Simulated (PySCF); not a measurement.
Molecule: SMILES c1(ccccc1Cl)-c1c(c(c(F)c(F)c1F)F)F. Atoms near the plane z = 0.0 Å, at the GFN2-xTB optimised geometry (x, y, z in Å): F1 (-1.7, -4.1, 0.0), C2 (-1.0, -2.9, 0.0), C3 (-1.7, -1.7, 0.0), F4 (-3.1, -1.7, 0.0), C5 (-1.0, -0.5, 0.0), F6 (-1.7, 0.6, 0.0), C7 (0.4, -0.5, 0.0), C8 (1.1, 0.8, 0.0), C10 (2.2, 2.6, 1.1), C11 (2.5, 3.2, -0.1), C15 (1.1, -1.7, 0.0), F16 (2.4, -1.7, 0.0), C17 (0.4, -2.9, 0.0), F18 (1.0, -4.1, 0.0), H21 (3.1, 4.1, -0.2).

Computed with PBE0/def2-SVP in PySCF. Cells within 0.4 Å of a nucleus heavier than hydrogen are left out (blank, or x). The values are rescaled to run from 0 to 1.

```
|00000000000000000000000000000|
|00000000000000000000000000000|
|00000000000000000000120000000|
|00000000000000000003998100000|
|00000000000000000117999700000|
|00000000000000001348999700000|
|00000000000000002566998300000|
|0000000000000000156xx74100000|
|00000000000000000153364200000|
|00000000000000000014554100000|
|00000000002200232100011000000|
|00000000146740366520000000000|
|0000000048x87026xx62000000000|
|0000000058xx5038x165100000000|
|00000000157846579641000000000|
|00000012002xx9xx5200000000000|
|000001575178x7538417730000000|
|0000027x76x66128x27x851000000|
|0000027xx8xx3014xx8x851000000|
|00000268736964389458840000000|
|00000035205xx8xx6204520000000|
|000000000144x85x5200000000000|
|0000000048774227x871000000000|
|0000000058xx6018xx73000000000|
|00000000268860288741000000000|
|00000000024530045310000000000|
|00000000000000000000000000000|
|00000000000000000000000000000|
|00000000000000000000000000000|
```
Scale: ten equal steps from 0.000 (start of '0') to 1.00 (end of '9'), in the order '0123456789'; x runs from -6.50 to 6.50, y from -6.50 (bottom) to 6.50 (top).

Question: Which quantity is mapped?
(A) electron localisation function
(B) log10 of the electron density
(C) an orbital amplitude
(D) deformation density (molecule minus spherical neutral atoms)

Answer: A, electron localisation function
